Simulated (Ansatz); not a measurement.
Reaction R1 → P1 + P2, each structure at its B3LYP-D3(BJ)/def2-TZVP stationary point, reached from a drawn start (curvature not checked).
R1, BCl2 (SMILES Cl[B]Cl) (charge 0, multiplicity 2):
```xyz
3

B     -0.25888    -0.45751     0.00000
Cl     1.46689    -0.52797     0.00000
Cl    -1.20811     0.98548     0.00000
```
P1, BCl (SMILES [B]Cl) (charge 0, multiplicity 1, Z-matrix in Å and degrees):
```
B
Cl 1 1.7216
```
P2: Cl atom, charge 0, multiplicity 2.

P less R. No zero-point or thermal terms; singlets are restricted closed shells; open shells are unrestricted; no spin–orbit coupling.

Correlated levels freeze the cores. CBS(a, b) extrapolates the correlation energy as X⁻³ and adds the Hartree–Fock energy of set b.

Run with Ansatz (a program for electronic structure) with Gaussian orbitals. Each number belongs to the level named beside it.

```csv
level,reaction energy (kcal/mol)
HF/cc-pV(Q+d)Z,68.89
r2SCAN/def2-TZVPP,92.49
B97M-V/def2-TZVPP,85.41
wB97M-V/def2-TZVPP,80.92
CCSD/cc-pV(T+d)Z,74.69
CCSD/cc-pV(Q+d)Z,76.87
CCSD(T)/cc-pV(T+d)Z,?
CCSD(T)/cc-pV(Q+d)Z,?
"CCSD(T)/CBS(cc-pV(T+d)Z, cc-pV(Q+d)Z)",?
```

### Question
Some entries are withheld; supply them.

### Answer

- CCSD(T)/cc-pV(T+d)Z, reaction energy (kcal/mol): 76.48
- CCSD(T)/cc-pV(Q+d)Z, reaction energy (kcal/mol): 78.82
- CCSD(T)/CBS(cc-pV(T+d)Z, cc-pV(Q+d)Z), reaction energy (kcal/mol): 80.39
